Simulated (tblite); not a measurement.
Compound: CH8OSSi2.
SMILES with atom numbers: `[CH3:1][S:2][SiH2:3][O:4][SiH3:5]` (hydrogens: H6, H7, H8 on C1; H9, H10 on Si3; H11, H12, H13 on Si5)

Computed with GFN2-xTB (tblite), gas phase: Langevin dynamics at 300 K from the optimised GFN2-xTB geometry, time step 0.5 fs, friction 0.01 fs⁻¹, 2000 steps. The instantaneous temperature is 2·E(kin)/(3Nk) with all 3N coordinates.

| t (fs) | T (K) | E(pot) above start (eV) | C1–S2 (Å) | S2–Si3 (Å) | Si3–O4 (Å) | O4–Si5 (Å) | C1–H6 (Å) | C1–S2–Si3–O4 (°) |
| --- | --- | --- | --- | --- | --- | --- | --- | --- |
| 0 | 250 | 0.000 | 1.822 | 2.137 | 1.605 | 1.628 | 1.085 | 179 |
| 25 | 155 | 0.268 | 1.834 | 2.156 | 1.602 | 1.618 | 1.039 | 179 |
| 50 | 159 | 0.329 | 1.833 | 2.086 | 1.601 | 1.648 | 1.057 | -179 |
| 75 | 199 | 0.302 | 1.830 | 2.151 | 1.618 | 1.611 | 1.151 | -179 |
| 100 | 158 | 0.372 | 1.792 | 2.148 | 1.643 | 1.651 | 1.153 | 178 |
| 125 | 233 | 0.385 | 1.802 | 2.122 | 1.621 | 1.604 | 1.025 | 176 |
| 150 | 210 | 0.385 | 1.850 | 2.103 | 1.604 | 1.647 | 1.074 | 172 |
| 175 | 214 | 0.448 | 1.833 | 2.174 | 1.600 | 1.653 | 1.187 | 170 |
| 200 | 388 | 0.261 | 1.812 | 2.115 | 1.601 | 1.643 | 1.122 | 171 |
| 225 | 294 | 0.342 | 1.832 | 2.155 | 1.625 | 1.605 | 1.067 | 177 |
| 250 | 314 | 0.354 | 1.792 | 2.170 | 1.636 | 1.627 | 1.091 | -178 |
| 275 | 223 | 0.474 | 1.878 | 2.112 | 1.605 | 1.611 | 1.114 | -171 |
| 300 | 200 | 0.482 | 1.745 | 2.106 | 1.611 | 1.617 | 1.107 | -167 |
| 325 | 283 | 0.249 | 1.882 | 2.169 | 1.608 | 1.643 | 1.042 | -170 |
| 350 | 210 | 0.443 | 1.798 | 2.169 | 1.599 | 1.640 | 1.047 | -172 |
| 375 | 283 | 0.310 | 1.860 | 2.117 | 1.595 | 1.624 | 1.146 | -179 |
| 400 | 308 | 0.385 | 1.762 | 2.136 | 1.605 | 1.644 | 1.107 | 174 |
| 425 | 196 | 0.572 | 1.913 | 2.137 | 1.592 | 1.595 | 1.026 | 170 |
| 450 | 340 | 0.372 | 1.775 | 2.098 | 1.586 | 1.688 | 1.090 | 165 |
| 475 | 244 | 0.584 | 1.859 | 2.223 | 1.605 | 1.633 | 1.182 | 162 |
| 500 | 380 | 0.366 | 1.784 | 2.129 | 1.617 | 1.618 | 1.139 | 164 |
| 525 | 270 | 0.436 | 1.863 | 2.113 | 1.668 | 1.594 | 1.018 | 163 |
| 550 | 259 | 0.370 | 1.862 | 2.228 | 1.617 | 1.580 | 1.088 | 161 |
| 575 | 241 | 0.517 | 1.871 | 2.083 | 1.600 | 1.752 | 1.135 | 159 |
| 600 | 305 | 0.428 | 1.808 | 2.178 | 1.566 | 1.651 | 1.088 | 162 |
| 625 | 402 | 0.335 | 1.866 | 2.173 | 1.639 | 1.615 | 1.045 | 166 |
| 650 | 313 | 0.391 | 1.792 | 2.116 | 1.670 | 1.660 | 1.117 | 166 |
| 675 | 347 | 0.370 | 1.832 | 2.163 | 1.578 | 1.589 | 1.134 | 164 |
| 700 | 358 | 0.355 | 1.804 | 2.119 | 1.629 | 1.682 | 1.084 | 160 |
| 725 | 222 | 0.568 | 1.838 | 2.161 | 1.571 | 1.642 | 1.044 | 158 |
| 750 | 343 | 0.452 | 1.815 | 2.135 | 1.611 | 1.625 | 1.093 | 161 |
| 775 | 176 | 0.572 | 1.836 | 2.129 | 1.603 | 1.673 | 1.175 | 163 |
| 800 | 410 | 0.323 | 1.794 | 2.164 | 1.606 | 1.618 | 1.102 | 170 |
| 825 | 296 | 0.519 | 1.829 | 2.129 | 1.603 | 1.649 | 1.023 | -176 |
| 850 | 366 | 0.443 | 1.816 | 2.159 | 1.595 | 1.647 | 1.142 | -170 |
| 875 | 276 | 0.673 | 1.798 | 2.162 | 1.633 | 1.627 | 1.189 | -166 |
| 900 | 407 | 0.366 | 1.842 | 2.120 | 1.590 | 1.591 | 1.102 | -170 |
| 925 | 309 | 0.644 | 1.801 | 2.118 | 1.623 | 1.678 | 1.008 | -170 |
| 950 | 336 | 0.410 | 1.836 | 2.155 | 1.553 | 1.635 | 1.089 | -173 |
| 975 | 300 | 0.408 | 1.805 | 2.156 | 1.622 | 1.663 | 1.150 | -173 |
| 1000 | 281 | 0.457 | 1.824 | 2.151 | 1.629 | 1.580 | 1.097 | -179 |

Task: From 500 fs on, how do temperature and potential energy compare with equipartition?

Result: The mean temperature of these 21 frames is 314 K against the target 300 K, and the mean potential energy 0.45 eV against 33 × kT/2 = 0.43 eV for 33 classical harmonic modes. For 13 atoms in a canonical ensemble the temperature itself scatters by T·√(2/(3N)) = 68 K; here its standard deviation is 61 K. The whole run lasts only 10 friction times of 100 fs, so these averages carry a wide statistical error.

Task: What are the kinetic and total energies of the listed frame with the highest potential energy?

Result: The one at 875 fs, 0.673 eV above the start. Its kinetic energy is 3NkT/2 = 0.463 eV at 276 K, so the sum is 1.14 eV; over the listed frames the sum runs from 0.42 to 1.16 eV, since the thermostat adds and removes energy.

Task: How much do the listed bonds fluctuate from 500 fs on?

Result: 
| bond | at the start (Å) | mean (Å) | standard deviation (Å) |
| --- | --- | --- | --- |
| C1–S2 | 1.822 | 1.824 | 0.025 |
| S2–Si3 | 2.137 | 2.145 | 0.030 |
| Si3–O4 | 1.605 | 1.611 | 0.029 |
| O4–Si5 | 1.628 | 1.637 | 0.040 |
| C1–H6 | 1.085 | 1.098 | 0.049 |

The motion is classical and holds no zero-point motion.

What follows is the cost of the whole dynamics run. Time: 12 s wall; peak memory 0.19 GiB. Hardware: Arm Neoverse V1, one thread, on a shared host.
